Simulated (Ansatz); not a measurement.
```yaml
crystal:
  periodic: [false, false, false]
  atoms:
    - {symbol: Cl, position_ang: [2.255315, 0.273632, 0.085950]}
    - {symbol: C, position_ang: [0.739832, -0.450785, 0.634680]}
    - {symbol: D, position_ang: [-0.791731, 0.199604, -0.392697]}
    - {symbol: Cl, position_ang: [-0.480785, -0.263048, -2.455361]}
    - {symbol: Cl, position_ang: [-0.906567, 2.322823, -0.181879]}
    - {symbol: H, position_ang: [0.597363, -0.204072, 1.686969]}
    - {symbol: H, position_ang: [0.812221, -1.533116, 0.526094]}
    - {symbol: H, position_ang: [-2.133549, -0.402138, 0.040345]}
basis:
  gaussian: {orbitals: "6-31G*"}
hamiltonian: {xc: {name: PBE}, dispersion: d3bjatm, pseudopotentials: {relativity: none}}
output: {forces: true}
```

```sh
$ ansatz run in.yaml --threads 4 --pin off --events-out ev --progress --plain --max-ram 10444MiB
```

It prints (some lines left out):

```
Error: YAML parse error: error: line 6 column 16: `D` is not an element symbol (H … Og, case-exact)
 --> <input>:6:16
4 |     - {symbol: Cl, position_ang: [2.255315, 0.273632, 0.085950]}
5 |     - {symbol: C, position_ang: [0.739832, -0.450785, 0.634680]}
6 |     - {symbol: D, position_ang: [-0.791731, 0.199604, -0.392697]}
7 |     - {symbol: Cl, position_ang: [-0.480785, -0.263048, -2.455361]}
8 |     - {symbol: Cl, position_ang: [-0.906567, 2.322823, -0.181879]}
```

Q: Something in this input is off. What?

A: An element symbol is wrong. The program refused the input.
